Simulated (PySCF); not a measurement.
Molfile (atoms numbered from 1):
```
C6H11B
     RDKit          3D

 18 17  0  0  0  0  0  0  0  0999 V2000
    3.6234   -0.2182    0.1167 C   0  0  0  0  0  0  0  0  0  0  0  0
    2.2097   -0.4791    0.3415 C   0  0  0  0  0  0  0  0  0  0  0  0
    1.0334   -0.7076    0.5319 C   0  0  0  0  0  0  0  0  0  0  0  0
   -0.3861   -0.9354    0.7435 C   0  0  0  0  0  0  0  0  0  0  0  0
   -1.4036    0.1062    0.1079 B   0  0  0  0  0  0  0  0  0  0  0  0
   -0.8823    1.2151   -0.8667 C   0  0  0  0  0  0  0  0  0  0  0  0
   -2.9246   -0.0106    0.4833 C   0  0  0  0  0  0  0  0  0  0  0  0
    4.1853   -1.1529   -0.0368 H   0  0  0  0  0  0  0  0  0  0  0  0
    4.0745    0.3015    0.9771 H   0  0  0  0  0  0  0  0  0  0  0  0
    3.7801    0.4139   -0.7719 H   0  0  0  0  0  0  0  0  0  0  0  0
   -0.6144   -1.0407    1.8209 H   0  0  0  0  0  0  0  0  0  0  0  0
   -0.6866   -1.9148    0.3166 H   0  0  0  0  0  0  0  0  0  0  0  0
   -0.3527    0.7338   -1.7088 H   0  0  0  0  0  0  0  0  0  0  0  0
   -1.6498    1.8928   -1.2668 H   0  0  0  0  0  0  0  0  0  0  0  0
   -0.0990    1.8065   -0.3602 H   0  0  0  0  0  0  0  0  0  0  0  0
   -3.2064   -0.9070    1.0556 H   0  0  0  0  0  0  0  0  0  0  0  0
   -3.5711    0.0729   -0.4061 H   0  0  0  0  0  0  0  0  0  0  0  0
   -3.1735    0.8733    1.1016 H   0  0  0  0  0  0  0  0  0  0  0  0
  1  2  1  0
  2  3  3  0
  3  4  1  0
  4  5  1  0
  5  6  1  0
  5  7  1  0
  1  8  1  0
  1  9  1  0
  1 10  1  0
  4 11  1  0
  4 12  1  0
  6 13  1  0
  6 14  1  0
  6 15  1  0
  7 16  1  0
  7 17  1  0
  7 18  1  0
M  END
```

One conformer, no relativistic terms, no solvent, averaged over atoms made equivalent by symmetry, fast rotation or ring inversion. Geometry: PBE0-D3(BJ)/def2-SVP; PBE0/pcSseg-1 with gauge-including orbitals; PySCF 2.14.

Referencing at the same level of theory: 13C (184.41 ppm) against TMS.

Do the 13C shifts follow the atomic charges (in e)? Tabulate both.

Answers


```tsv
atoms	hybridisation	δ (ppm)	σ para (ppm)	Hirshfeld	IAO	Mulliken	ESP-fitted
C3	sp	83.8	-160	-0.06	-0.07	-0.02	-0.26
C2	sp	80.6	-164	-0.07	-0.08	-0.33	+0.07
C4	sp3	23.2	-98	-0.12	-0.42	-0.43	-0.29
C6/C7	sp3	15.1	-85	-0.19	-0.57	-0.52	-0.74
C1	sp3	4.8	-73	-0.10	-0.42	-0.22	-0.46
```

Correlation coefficients of δ with charge over these carbons: Hirshfeld +0.70, IAO +0.95, Mulliken +0.54, ESP-fitted +0.75; with the paramagnetic shielding -1.00. With so few points, grouped by hybridisation, these coefficients are fragile. Charge is one influence among several: hybridisation and low-lying excitations act through the paramagnetic term.

A carbon bonded to boron is broadened by the quadrupolar boron nucleus and is often missing from a measured spectrum. Shifts are as computed. Against solution values, carbons near 30 ppm lie about +2 ppm off and those near 130 ppm about +5 ppm. Of 1309 compounds with measured shifts, 239 miss one by over three times the rms of a fit or turn the order of signals round; such compounds aren't used in these exercises.
